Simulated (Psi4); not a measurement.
A dimer, CHN ··· H4Ge (SMILES C#N and [GeH4]); the first 3 atoms form monomer A.

```
8

C     -0.0265     0.0009     0.0000
N      1.1189    -0.0425     0.0000
H     -1.0924     0.0416     0.0000
Ge    -2.7213    -0.8541     2.2020
H     -3.4839    -0.7822     0.8708
H     -1.5647    -1.8566     2.0760
H     -3.6760    -1.3112     3.3149
H     -2.1607     0.5337     2.5465
```

**Question.** What interaction energy does SAPT0/jun-cc-pVDZ, frozen core (Psi4 1.11) give, and which attractive term is the largest?

**Answer.** Total 1.09 kcal/mol: electrostatics 0.53, exchange 2.48, induction -0.63, dispersion -1.30. The most attractive term is dispersion.
